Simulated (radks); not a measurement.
Results of a calculation; reference values are marked as such.
Q: Pm+, 60 electrons, occupied as [Xe] 4f5 5d1 (not the ground configuration). Level of theory: Dirac Kohn-Sham, RPBE, spin-unpolarised, spherical densities, finite nucleus; open shells are shared between the two j in proportion to 2j + 1; Fermi nuclear charge, rms radius 4.962 fm (a radial shooting solver on a logarithmic mesh with Libxc functionals). Some entries of the table are withheld. Estimate them.

orbital,occ.,eigenvalue (eV),<r^2> (bohr^2),<1/r> (bohr^-1)
1s1/2,2,-44980.83,0.0007317,67.43
2s1/2,2,(1),0.01150,15.99
2p1/2,2,-6925.820,(2),15.97
2p3/2,4,-6365.648,(3),14.30
3s1/2,2,-1598.294,0.07743,5.805
3p1/2,2,-1432.043,0.07253,5.718
3p3/2,4,-1319.385,0.07981,5.297
3d3/2,4,-1030.669,(4),5.169
3d5/2,6,-1006.256,(5),5.063
4s1/2,2,-321.2662,0.3967,2.414
4p1/2,2,-258.0053,0.4207,2.308
4p3/2,4,-233.4400,0.4608,2.168
4d3/2,4,-129.4367,(6),1.947
4d5/2,6,-125.0683,(7),1.912
5s1/2,2,-46.0097,2.351,0.9192
5p1/2,2,-29.2397,3.040,0.8038
5p3/2,4,-26.0183,3.404,0.7534
4f5/2,2.14286,-6.6286,1.574,1.308
4f7/2,2.85714,-6.1606,1.659,1.289
5d3/2,0.4,-6.1483,10.92,(8)
5d5/2,0.6,-5.9551,11.53,(9)

A: 
(1) 2s1/2 eigenvalue (eV): -7313.722
(2) 2p1/2 <r^2> (bohr^2): 0.008390
(3) 2p3/2 <r^2> (bohr^2): 0.009637
(4) 3d3/2 <r^2> (bohr^2): 0.06447
(5) 3d5/2 <r^2> (bohr^2): 0.06651
(6) 4d3/2 <r^2> (bohr^2): 0.5403
(7) 4d5/2 <r^2> (bohr^2): 0.5565
(8) 5d3/2 <1/r> (bohr^-1): 0.4399
(9) 5d5/2 <1/r> (bohr^-1): 0.4278
